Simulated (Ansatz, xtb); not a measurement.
**Cl2H2Se2Si: which of two conformers lies lower**

We compare I, `Cl[Si](Cl)([SeH])[SeH]`, a singlet, with II, `Cl[Si](Cl)([SeH])[SeH]`, a singlet. Both are isolated molecules in the gas phase, relaxed with PBE0-D4/def2-SVP.

I (Å):

```xyz
7

Cl   -0.4912    2.0769   -2.0956
Cl   -1.9026   -0.0087    0.0603
Se   -2.2464    3.4331    0.7514
Se    1.0634    1.8563    0.9497
Si   -0.9336    1.8032   -0.1047
H    -3.4741    2.8436    0.1899
H     0.4327    1.6299    2.2615
```

II (Å):

```csv
atom,x (Å),y (Å),z (Å)
Cl,-0.4861,-2.3287,-0.6164
Cl,1.5714,-0.9502,1.6269
Se,-1.4227,0.6177,1.2483
Se,1.0585,0.5278,-1.6271
Si,0.1841,-0.5449,0.1615
H,-2.1617,0.8664,-0.0009
H,1.3175,1.7438,-0.8379
```

Energies in hartree; the thermal terms are from GFN2-xTB frequencies at re-optimised GFN2-xTB minima (ideal gas, soft modes damped towards free rotors, one conformer each, 298.15 K, 1 atm) and include the zero-point energy:

```
                               I            II
E, CCSD(T)/def2-SVP  −6008.855767  −6008.856133
    E, MP2/def2-SVP  −6008.797734  −6008.798100
  E, MP2/def2-TZVPP  −6010.029839  −6010.030519
  zero-point energy      0.017529      0.017771
       H(298 K) − E      0.027995      0.028052
       G(298 K) − E     −0.020586     −0.019192
```

Q: Correct the CCSD(T) difference for the basis set by the MP2 change, then work out ΔE, ΔE₀, ΔH and ΔG for I → II in kcal/mol (1 Eh = 627.51 kcal/mol) and the equilibrium ratio [II]/[I].

A: 1. Differences II − I: CCSD(T) −0.000366, MP2 in the small set −0.000366, MP2 in the large set −0.000680 Eh.
2. ΔE = −0.000366 + (−0.000680 − (−0.000366)) = −0.000680 Eh = −0.43 kcal/mol.
3. ΔE₀ = ΔE + ΔZPE = −0.000680 + (+0.000242) Eh = −0.27 kcal/mol.
4. ΔH = ΔE + (+0.000057) Eh = −0.39 kcal/mol.
5. ΔG = ΔE + (+0.001394) Eh = +0.45 kcal/mol, so ΔS = (ΔH − ΔG)/T = −11.8 J/(mol K).
6. kT = 0.9442 mEh, so K = [II]/[I] = exp(−ΔG/kT) = exp(−0.76) ≈ 0.47.

The two are too close for this level to say which is favoured. An error of 1 kcal/mol in ΔG would change K by a factor of 5.4. Mirror images and further conformers aren't counted.

Other levels gave ΔE = −0.2 (PBE0-D4/def2-SVP); −0.2 (HF/def2-SVP); −0.2 (MP2/def2-SVP); −0.2 (CCSD(T)/def2-SVP) kcal/mol. The correlated steps freeze 33 core orbitals; the filled d shell of Se is correlated, in a basis made for valence electrons. Programs: Ansatz 0.2.0, xtb 6.7.1.
